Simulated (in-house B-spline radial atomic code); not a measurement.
Successive ionisation energies of lead; each step leads to the configuration of the next row (after the last: [Ne] 3s1). Dirac energy differences include first-order Breit, QED and recoil terms. NIST's values go from ground level to ground level; the uncertainty of those that are theory runs from under 0.1 % in few-electron ions to several per cent in heavy many-electron ones. Computed with a radial B-spline atomic code at the basis-set limit: Dirac-Hartree-Fock, average of the configuration, finite nuclei.

| ion | configuration | ionisation energy (eV) | tabulated value (eV) | computed minus tabulated (eV) | highest orbital | largest mean radius (bohr) |
| --- | --- | --- | --- | --- | --- | --- |
| Pb58+ | [Ar] 3d6 | 6060.5 | 6015 | 45 | 3d5/2 | 0.17167 |
| Pb59+ | [Ar] 3d5 | 6215.0 | 6162 | 53 | 3d5/2 | 0.17078 |
| Pb60+ | [Ar] 3d4 | 6371.0 | 6442 | -71 | 3d5/2 | 0.1699 |
| Pb61+ | [Ar] 3d3 | 6528.7 | 6597 | -68 | 3d5/2 | 0.16903 |
| Pb62+ | [Ar] 3d2 | 6687.9 | 6767 | -79 | 3d5/2 | 0.16816 |
| Pb63+ | [Ar] 3d1 | 6848.7 | 6924 | -75 | 3d5/2 | 0.1673 |
| Pb64+ | [Ne] 3s2 3p6 | ? | ? | ? | ? | ? |
| Pb65+ | [Ne] 3s2 3p5 | ? | ? | ? | ? | ? |
| Pb66+ | [Ne] 3s2 3p4 | 7841.9 | 7650 | 192 | 3p3/2 | 0.16488 |
| Pb67+ | [Ne] 3s2 3p3 | ? | ? | ? | ? | ? |
| Pb68+ | [Ne] 3s2 3p2 | 8133.7 | 8520 | -386 | 3p3/2 | 0.16339 |
| Pb69+ | [Ne] 3s2 3p1 | 8281.1 | 8680 | -399 | 3p3/2 | 0.16265 |
| Pb70+ | [Ne] 3s2 | 8997.7 | 9000 | -2 | 3s1/2 | 0.16001 |

Question: Fill in the row of Pb64+.

Answer: ionisation energy (eV): 7553.9; tabulated value (eV): 7362; computed minus tabulated (eV): 192; highest orbital: 3p3/2; largest mean radius (bohr): 0.16645.

Question: Fill in the row of Pb65+.

Answer: ionisation energy (eV): 7697.4; tabulated value (eV): 7500; computed minus tabulated (eV): 197; highest orbital: 3p3/2; largest mean radius (bohr): 0.16563.

Question: Fill in the row of Pb67+.

Answer: ionisation energy (eV): 7987.3; tabulated value (eV): 7790; computed minus tabulated (eV): 197; highest orbital: 3p3/2; largest mean radius (bohr): 0.16413.

Where a p, d or f electron is removed, the computed value is a mean over both j, so it misses the tabulated one by a part of the spin-orbit splitting; averaging over terms and missing correlation add to the gap, relatively most at low charge.
